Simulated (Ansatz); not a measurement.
Cost and result for the atomization energy of CH₄FNSSi (9 atoms, 8 bonds).

```xyz
9

F     3.0223    0.8263    0.7890
Si    1.5401    1.4609    0.6264
N     0.7602    0.0852   -0.0313
C    -0.6299    0.0406   -0.3672
S    -1.5064   -1.0796    0.7862
H    -1.0465    1.0475   -0.2836
H     1.2484   -0.7930   -0.1586
H    -0.7916   -0.3188   -1.3853
H    -2.5965   -1.2689    0.0244
```

Total charge 0; spin multiplicity 1. The bonds changed during the relaxation, so this is another structure than the one it started from. The structure was optimised at the PBE0-D4/def2-TZVP level. It is one conformer, not always the lowest. Program: Ansatz. All runs use 4 threads of an Intel Xeon on a shared host. Times are those of one run each, without the atoms' runs, and a repeat can differ threefold. Electronic energies, without spin–orbit coupling; frozen cores. CCSD(T)/CBS adds CCSD(T) − MP2 in def2-TZVPP to the MP2 limit, and its time is that of the two runs behind it. T1 = 0.013.

CCSD(T)/CBS is a level of theory with its own doubt, some kJ/mol a heavy atom from the limit and from the frozen cores, so smaller differences don't rank the functionals.

| level | functions | wall time |
| --- | --- | --- |
| LDA (SPW92)/def2-TZVPP | 233 | 1 s |
| revPBE-D4/def2-TZVPP | 233 | 1.5 s |
| BLYP-D4/def2-TZVPP | 233 | 1.5 s |
| PBE0-D4/def2-TZVPP | 233 | 2.1 s |
| CAM-B3LYP-D4/def2-TZVPP | 233 | 2.4 s |
| CCSD(T)/def2-SVP | 98 | 2.5 s |
| r2SCAN-D4/def2-TZVPP (with forces) | 233 | 3 s |
| r2SCANh-D4/def2-TZVPP | 233 | 3.2 s |
| ωB97X-V/def2-TZVPP | 233 | 4.9 s |
| B97M-V/def2-TZVPP | 233 | 5.5 s |
| MP2/def2-QZVPP | 431 | 13 s |
| CCSD(T)/def2-TZVPP | 233 | 52 s |
| CCSD(T)/CBS(def2) | – | 64 s |

(1) What atomization energy does each give, and how far from CCSD(T)/CBS? (Estimate.)

Answers

(1) Ansatz gave: 
```csv
level,atomization (kJ/mol),difference from CCSD(T)/CBS,per bond
LDA (SPW92)/def2-TZVPP,3799.1,531.6,66.4
revPBE-D4/def2-TZVPP,3258.5,-9.0,-1.1
BLYP-D4/def2-TZVPP,3284.2,16.7,2.1
PBE0-D4/def2-TZVPP,3261.7,-5.8,-0.7
CAM-B3LYP-D4/def2-TZVPP,3280.0,12.5,1.6
CCSD(T)/def2-SVP,3005.6,-261.9,-32.7
r2SCAN-D4/def2-TZVPP (with forces),3256.3,-11.2,-1.4
r2SCANh-D4/def2-TZVPP,3227.5,-40.0,-5.0
ωB97X-V/def2-TZVPP,3283.7,16.2,2.0
B97M-V/def2-TZVPP,3276.6,9.1,1.1
MP2/def2-QZVPP,3293.5,26.0,3.3
CCSD(T)/def2-TZVPP,3156.8,-110.7,-13.8
CCSD(T)/CBS(def2),3267.5,0.0,0.0
```

From PBE to PBE0 (25 % exact exchange), in def2-TZVPP and without D4, the atomization energy moves by −84.9 kJ/mol: exact exchange takes away binding that semilocal exchange gives to molecules. The D4 term adds +34.6 kJ/mol with B3LYP and +18.0 kJ/mol with PBE0; it sums over pairs of atoms, weighted by their polarisabilities, and B3LYP, whose exchange is more repulsive, gets the larger term. At CCSD(T), def2-SVP lies −261.9 kJ/mol from the extrapolated value and def2-TZVPP −110.7 kJ/mol: correlation converges slowly with the basis, and small sets miss more of it in the bonded molecule than in its fragments.

B3LYP here is the variant with VWN-RPA as its local correlation; programs differ in this.
